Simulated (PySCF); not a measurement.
C4H13NOSi (SMILES CC(C)(C)N[SiH2]O), singlet, geometry from GFN2-xTB, with bond 11-3 at 1.4 times its length; CASSCF(8,7)/STO-3G (PySCF).

The PySCF input:
```python
from pyscf import gto, scf, mcscf
import numpy

mol = gto.M(
    atom='''
Si    1.317879    1.166644    0.317570
O     2.456388    0.344237   -0.515795
N    -0.063705    0.271492    0.802893
C    -0.996872   -0.512544    0.016573
C    -0.505079   -1.965324   -0.090993
C    -1.135918    0.086230   -1.382378
C    -2.363926   -0.485010    0.711587
H     2.026619    1.511766    1.537985
H     0.891725    2.309894   -0.496677
H     2.339124    0.087733   -1.425567
H    -0.179753   -0.032700    2.174378
H    -0.434939   -2.412570    0.898273
H    -1.186564   -2.560397   -0.694312
H     0.482483   -1.989771   -0.545193
H    -1.430448    1.129476   -1.311887
H    -0.194617    0.026609   -1.921877
H    -1.891214   -0.455451   -1.946852
H    -2.294994   -0.924498    1.704861
H    -3.097423   -1.046122    0.137865
H    -2.707852    0.541645    0.812242
''',
    basis='sto-3g',
    charge=0,
    spin=0,
    verbose=4,
)

mf = scf.RHF(mol)
mf.kernel()
mc = mcscf.CASSCF(mf, 7, 8)
mc.fix_spin_(ss=0.0)
mc.kernel()
occ = numpy.linalg.eigvalsh(mc.fcisolver.make_rdm1(mc.ci, mc.ncas, mc.nelecas))[::-1]
ss = mc.fcisolver.spin_square(mc.ci, mc.ncas, mc.nelecas)[0]
print('natural occupations', occ.round(4), ' <S^2>', round(ss, 4))
```

What the program printed (banner, timings and long lists left out):

```
PySCF version 2.14.0

[INPUT] verbose = 4
[INPUT] num. atoms = 20
[INPUT] num. electrons = 66
[INPUT] charge = 0
[INPUT] spin (= nelec alpha-beta = 2S) = 0
[INPUT] symmetry False subgroup None
[INPUT] Mole.unit = angstrom
[INPUT] Symbol           X                Y                Z      unit          X                Y                Z       unit  Magmom
[...]
nuclear repulsion = 413.088328736724
number of shells = 36
number of NR pGTOs = 156
number of NR cGTOs = 52
basis = sto-3g
ecp = {}

******** <class 'pyscf.scf.hf.RHF'> ********
method = RHF
initial guess = minao
damping factor = 0
level_shift factor = 0
DIIS = <class 'pyscf.scf.diis.CDIIS'>
diis_start_cycle = 1
diis_space = 8
diis_damp = 0
SCF conv_tol = 1e-09
SCF conv_tol_grad = None
SCF max_cycles = 50
direct_scf = True
direct_scf_tol = 1e-13
Set gradient conv threshold to 3.16228e-05
Initial guess from minao.
init E= -571.111345786732
[...]
cycle= 1 E= -570.214231086381  delta_E= 0.897  |g|= 0.553  |ddm|= 5.14
[...]
cycle= 2 E= -570.326870018529  delta_E= -0.113  |g|= 0.147  |ddm|= 0.982
[...]
cycle= 3 E= -570.33445201188  delta_E= -0.00758  |g|= 0.0332  |ddm|= 0.239
[...]
cycle= 4 E= -570.334995476648  delta_E= -0.000543  |g|= 0.00827  |ddm|= 0.0735
[...]
cycle= 5 E= -570.335027987024  delta_E= -3.25e-05  |g|= 0.00173  |ddm|= 0.017
[...]
cycle= 6 E= -570.335031162263  delta_E= -3.18e-06  |g|= 0.000499  |ddm|= 0.00653
[...]
cycle= 7 E= -570.335031504912  delta_E= -3.43e-07  |g|= 0.000201  |ddm|= 0.00206
[...]
cycle= 8 E= -570.335031566026  delta_E= -6.11e-08  |g|= 6.06e-05  |ddm|= 0.000962
[...]
cycle= 9 E= -570.335031571003  delta_E= -4.98e-09  |g|= 1.46e-05  |ddm|= 0.000286
[...]
cycle= 10 E= -570.335031571224  delta_E= -2.2e-10  |g|= 2.77e-06  |ddm|= 6.12e-05
[...]
Extra cycle  E= -570.335031571234  delta_E= -1.03e-11  |g|= 1.21e-06  |ddm|= 6.75e-06
converged SCF energy = -570.335031571234

******** <class 'pyscf.mcscf.mc1step.CASSCF'> ********
CAS (4e+4e, 7o), ncore = 29, nvir = 16
max_cycle_macro = 50
max_cycle_micro = 4
conv_tol = 1e-07
conv_tol_grad = None
orbital rotation max_stepsize = 0.02
orbital rotation threshold for CI restart = 0.01
augmented hessian ah_max_cycle = 30
augmented hessian ah_conv_tol = 1e-12
augmented hessian ah_linear dependence = 1e-14
augmented hessian ah_level shift = 1e-08
augmented hessian ah_start_tol = 2.5
augmented hessian ah_start_cycle = 3
augmented hessian ah_grad_trust_region = 3
kf_trust_region = 3
kf_interval = 4
ci_response_space = 4
[...]
CASCI E = -570.350002467195  S^2 = 0.0000000
[...]
               |grad[o]|=0.000968  |grad[c]|=0.00262  |ddm|=0.000962  |maxRot[o]|=0.027
macro iter  12 ( 20 JK    4 micro), CASSCF E = -570.406774702164  dE = -2.06915986e-05  S^2 = 0.0000000
               |grad[o]|=0.00101  |grad[c]|=0.00362  |ddm|=0.00064  |maxRot[o]|=0.0445
macro iter  13 ( 20 JK    4 micro), CASSCF E = -570.406701421897  dE =  7.32802670e-05  S^2 = 0.0000000
               |grad[o]|=0.000741  |grad[c]|=0.00315  |ddm|=0.000591  |maxRot[o]|=0.0411
macro iter  14 ( 21 JK    4 micro), CASSCF E = -570.406770413718  dE = -6.89918205e-05  S^2 = 0.0000000
               |grad[o]|=0.00133  |grad[c]|=0.00317  |ddm|=0.000525  |maxRot[o]|=0.0522
macro iter  15 ( 21 JK    4 micro), CASSCF E = -570.406758878290  dE =  1.15354275e-05  S^2 = 0.0000000
               |grad[o]|=0.000777  |grad[c]|=0.00298  |ddm|=0.00112  |maxRot[o]|=0.0326
macro iter  16 ( 21 JK    4 micro), CASSCF E = -570.406791923799  dE = -3.30455089e-05  S^2 = 0.0000000
               |grad[o]|=0.000781  |grad[c]|=0.00141  |ddm|=0.000391  |maxRot[o]|=0.0194
macro iter  17 ( 19 JK    4 micro), CASSCF E = -570.406788052083  dE =  3.87171622e-06  S^2 = 0.0000000
               |grad[o]|=0.000431  |grad[c]|=0.00122  |ddm|=0.000265  |maxRot[o]|=0.017
macro iter  18 ( 22 JK    4 micro), CASSCF E = -570.406800476203  dE = -1.24241203e-05  S^2 = 0.0000000
               |grad[o]|=0.000382  |grad[c]|=0.000698  |ddm|=0.000195  |maxRot[o]|=0.0199
macro iter  19 ( 12 JK    2 micro), CASSCF E = -570.406802929143  dE = -2.45293950e-06  S^2 = 0.0000000
               |grad[o]|=0.000195  |grad[c]|=0.000403  |ddm|=0.000172  |maxRot[o]|=0.0122
macro iter  20 (  5 JK    1 micro), CASSCF E = -570.406803362844  dE = -4.33701757e-07  S^2 = 0.0000000
               |grad[o]|=9.54e-05  |grad[c]|=0.000159  |ddm|=3.28e-05  |maxRot[o]|=0.00282
macro iter  21 (  1 JK    1 micro), CASSCF E = -570.406803362862  dE = -1.73940862e-11  S^2 = 0.0000000
               |grad[o]|=2.75e-05  |grad[c]|=7.36e-06  |ddm|=    0  |maxRot[o]|=    0
1-step CASSCF converged in  21 macro (305 JK  64 micro) steps
CASSCF canonicalization
Density matrix diagonal elements [1.9486386  1.97858053 1.96581854 1.98922533 0.07964189 0.01602879
 0.02206632]
CASSCF energy = -570.406803362862
CASCI E = -570.406803362862  E(CI) = -14.7877809395796  S^2 = 0.0000000
natural occupations [1.9953 1.9865 1.9823 1.9192 0.082  0.0218 0.0128]  <S^2> 0.0
```
